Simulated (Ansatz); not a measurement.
Consider the redistribution: `OC[SiH2]S` + `[F][Ga]([SH])[SH]` → `OC[SiH2]F` + `[SH][Ga]([SH])[SH]`.

Isolated molecules relaxed with PBE0-D4/def2-TZVP in Ansatz; ΔE leaves out vibrations. CCSD(T)/CBS adds triple-zeta CCSD(T) − MP2 to the extrapolated MP2 energy (def2 sets, frozen cores). Functionals use def2-TZVPP. B3LYP here is the variant with VWN-RPA as its local correlation; programs differ in this. HSE06 is defined as in plane-wave codes. For Ga outer-core shells are correlated without core-valence functions, which leaves a few kJ/mol of doubt a bond. Scalar relativity is left out up to krypton. One conformer a species, not always the lowest.

```
             level  ΔE (kcal/mol)  difference from CCSD(T)/CBS
       LDA (SPW92)          -17.0                          1.8
            PBE-D4          -16.4                          2.4
         revPBE-D4          -15.9                          2.9
           BLYP-D4          -17.5                          1.3
         r2SCAN-D4          -17.5                          1.3
            B97M-V          -17.3                          1.5
           PBE0-D4          -17.2                          1.6
          B3LYP-D4          -18.3                          0.5
        r2SCAN0-D4          -18.1                          0.7
          HSE06-D4          -17.2                          1.6
          BHLYP-D4          -19.3                         -0.5
      CAM-B3LYP-D4          -18.1                          0.7
           ωB97X-V          -16.7                          2.1
           ωB97M-V          -17.6                          1.2
            B2PLYP          -18.0                          0.8
          PBE-QIDH          -17.7                          1.1
            revPBE          -16.0                          2.8
              BLYP          -17.4                          1.4
            r2SCAN          -17.5                          1.3
              PBE0          -17.1                          1.7
             B3LYP          -18.0                          0.8
           r2SCANh          -17.7                          1.1
           r2SCAN0          -18.0                          0.8
             HSE06          -17.1                          1.7
         CAM-B3LYP          -17.9                          0.9
           LC-ωPBE          -16.2                          2.6
RPA@PBE/def2-TZVPP          -18.1                          0.7
       HF/def2-SVP          -15.0                          3.8
      MP2/def2-SVP          -13.4                          5.4
     CCSD/def2-SVP          -13.4                          5.4
  CCSD(T)/def2-SVP          -13.3                          5.5
     HF/def2-TZVPP          -19.4                         -0.6
    MP2/def2-TZVPP          -18.3                          0.5
SCS-MP2/def2-TZVPP          -18.2                          0.6
CCSD(T)/def2-TZVPP          -18.0                          0.8
     HF/def2-QZVPP          -19.2                         -0.4
    MP2/def2-QZVPP          -18.7                          0.1
      HF/CBS(def2)          -19.2                         -0.4
     MP2/CBS(def2)          -19.1                         -0.3
    CCSD/CBS(def2)          -19.0                         -0.2
       CCSD(T)/CBS          -18.8                            0
```

Largest T1 diagnostic among the species: 0.013.

At CCSD(T), def2-SVP lies +5.5 kcal/mol from the extrapolated value and def2-TZVPP +0.8 kcal/mol. From PBE to PBE0 (25 % exact exchange), in def2-TZVPP and without D4, ΔE moves by −0.9 kcal/mol. Leaving LDA and LC-ωPBE aside and taking each functional with its dispersion term where it has one, the values spread over 3.4 kcal/mol, from BHLYP-D4 to revPBE-D4. LDA lies −0.8 kcal/mol from PBE without D4.
